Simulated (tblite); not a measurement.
What does the GFN2-xTB structure of InChI=1S/C7H8N/c8-6-7-4-2-1-3-5-7/h1-2,4-5H,6,8H2 look like in three dimensions? (Doublet state.)

```xyz
16
C7H8N angstrom
N     -2.494   -0.318    0.558
C     -1.714    0.336   -0.483
C     -0.224    0.276   -0.237
C      0.401    1.276    0.517
C      1.731    1.140    0.775
C      2.507    0.099    0.356
C      1.885   -0.896   -0.394
C      0.534   -0.800   -0.679
H     -2.219   -1.292    0.641
H     -2.323    0.126    1.455
H     -2.046    1.376   -0.537
H     -1.954   -0.154   -1.430
H     -0.170    2.122    0.872
H      3.560    0.036    0.587
H      2.461   -1.740   -0.748
H      0.059   -1.576   -1.264
```

Any rigid rotation of these coordinates is as good. Atoms count from 1 in this order. Of the pairs four or more bonds apart, H11···H13 is among the closest relative to their van der Waals radii: 2.46 Å, 103 % of the sum of Bondi's values. N1 (nitrogen bonded to C and 2 H) is pyramidal (angles 110.2°, 110.2° and 107.6°, sum 327.9°, 0.38 Å off the plane of its three neighbours). C7 (carbon bonded to 2 C and H) is planar (angles 120.4°, 119.8° and 119.7°, sum 360.0°, 0.00 Å off the plane of its three neighbours). C4 (carbon bonded to 2 C and H) is planar (angles 122.1°, 120.0° and 117.8°, sum 360.0°, 0.00 Å off the plane of its three neighbours).

Bonds between heavy atoms (Å): N1–C2 1.456, C2–C3 1.511, C3–C4 1.399, C4–C5 1.362, C5–C6 1.364, C6–C7 1.393, C7–C8 1.383, C3–C8 1.389.

The geometry is computed with GFN2-xTB (gas phase). This method treats the open shell by occupation alone, without spin polarisation.

Its GFN2-xTB frequencies are all real (lowest 33 cm⁻¹). Torsions: H–N1–C2–C3 -58° and 60°, N1–C2–C3–C4 -88°.

The run took 0.1 s wall on one thread, Arm Neoverse V2 (aarch64), no GPU, shared host. These figures are those of the optimisation.

One conformer stands for the species.
